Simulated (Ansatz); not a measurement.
Consider the cleavage of the Si–B bond: `OCB(F)[SiH2]Cl` + `CC=N` → `C/C=N\[SiH2]Cl` + `OCBF`.

Program: Ansatz. Geometries: PBE0-D4/def2-TZVP. ΔE: electronic, gas phase. CCSD(T)/CBS is the MP2 limit (def2-TZVPP, def2-QZVPP) plus CCSD(T) − MP2 in def2-TZVPP, frozen cores. This one scheme is used for every species. DFT in def2-TZVPP. One conformer a species, not always the lowest.

(1) Is it downhill or uphill in electronic energy at CCSD(T)/CBS, and by how much? (An estimate is asked.)

(2) What do these levels give: PBE-D4, ωB97X-V, ωB97M-V, r2SCAN, SCS-MP2/def2-TZVPP, CCSD/def2-TZVPP? (Best estimate.)

Largest T1 diagnostic among the species: 0.012.

Answers

(1) Computed: Downhill: ΔE = -0.77 eV.

(2) Ansatz gave: PBE-D4 -0.66, ωB97X-V -0.73, ωB97M-V -0.78, r2SCAN -0.78, SCS-MP2/def2-TZVPP -0.83, CCSD/def2-TZVPP -0.74 eV.

From PBE to PBE0 (25 % exact exchange), in def2-TZVPP and without D4, ΔE moves by −0.04 eV. In def2-TZVPP, CCSD(T) changes the Hartree–Fock value by +0.17 eV (the triples alone add +0.01 eV) and MP2 by +0.06 eV.
